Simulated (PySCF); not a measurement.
C4H7BO, SMILES CB1OC=CC1. Heavy atoms are numbered as in [CH3:1][B:2]1[CH2:3][CH:4]=[CH:5][O:6]1. Hydrogens are named by the atom that carries them.

The structure is a stationary point at PBE0-D3(BJ)/def2-SVP. The structure was generated by enumeration, and PubChem lists no compound with its InChIKey, so it may never have been made. Other conformers were not sampled.

The numbers are results of PBE0/pcSseg-1 in PySCF, not measurements.

GIAO shieldings, no solvent; atoms alike by connectivity are averaged. δ = σ(ref) − σ: ¹³C against TMS (σ = 186.3 ppm); ¹¹B against BF3 (σ = 88.8 ppm); ¹⁷O against H2O (σ = 334.2 ppm); ¹H against TMS (σ = 31.56 ppm), references at their B3LYP-D3(BJ)/def2-TZVP geometries, non-relativistic.

| atoms | nucleus | count | δ (ppm) |
|---|---|---|---|
| C5 (CH) | ¹³C | 1 | [?] |
| C4 (CH) | ¹³C | 1 | 119.6 |
| C3 (CH2) | ¹³C | 1 | [?] |
| C1 (CH3) | ¹³C | 1 | 3.6 |
| B2 | ¹¹B | 1 | 46.9 |
| O6 | ¹⁷O | 1 | [?] |
| H on C5 | ¹H | 1 | [?] |
| H on C4 | ¹H | 1 | 5.94 |
| H on C3 | ¹H | 2 | 2.09 |
| H on C1 | ¹H | 3 | [?] |

Q: What belongs in the gaps? (The exact figures need the calculation; the answer reports its results.)

A: 
- C5 (CH), δ (ppm): 159.1
- C3 (CH2), δ (ppm): 28.3
- O6, δ (ppm): 270.6
- H on C1, δ (ppm): 1.05
- H on C5, δ (ppm): 7.13
